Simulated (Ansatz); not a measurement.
`CNBO` + H–F → `CNBF` + H₂O at 600 K and 1 bar (ligand exchange at a B–O bond).

Calculated with Ansatz (gas phase, PBE0-D4/def2-TZVP geometries, no zero-point term in ΔE). CBS: MP2 limit from def2 TZ/QZ plus the TZ coupled-cluster correction, frozen cores. This one scheme is used for every species. Each species was taken in one conformer, which may not be the lowest.

```csv
species,CCSD(T)/CBS energy (Eh),H − E (kJ/mol),S (J/(mol·K))
`CNBO`,-196.42143,267.8,369.0
H–F,-100.39570,42.3,194.0
`CNBF`,-220.44549,231.8,357.4
H₂O,-76.37941,76.8,212.8
```

H − E and S are ideal-gas, rigid-rotor, harmonic terms from PBE0-D4/def2-TZVP, for one conformer and one mirror image of each species. 1 Eh = 2625.50 kJ/mol, R = 8.31446 J/(mol·K).

Question: By hand: ΔE, ΔH, ΔS and ΔG.

Answer: ΔE = (-220.44549) + (-76.37941) − (-196.42143) − (-100.39570) = -0.00777 Eh = -20.4 kJ/mol. Δ(H − E) = 231.8 + 76.8 − 267.8 − 42.3 = -1.5, so ΔH = -21.9 kJ/mol. ΔS = 357.4 + 212.8 − 369.0 − 194.0 = 7.2 J/(mol·K). ΔG = -21.9 − 600 × (7.2)/1000 = -26.2 kJ/mol.

Question: By hand: the equilibrium constant, and the temperature at which ΔG would vanish if ΔH and ΔS stayed fixed.

Answer: log₁₀ K = −ΔG/(RT ln 10) = 2.3. ΔH and −TΔS have one sign here, so there is no such temperature.

The number of gas molecules stays the same, so ΔS is small and ΔH decides. A doubt of 5 kJ/mol in ΔE shifts log₁₀ K by 0.4 here. Other conformers and mirror images would add mixing entropy, several J/(mol·K) or more a flexible species. These are equilibria of isolated gas molecules and say nothing of rates. Largest T1 diagnostic: 0.012 (customary marks: 0.02 for closed shells, 0.045 for open ones).

ΔS is within the doubt of such terms, so its sign, and with it that verdict, could turn.
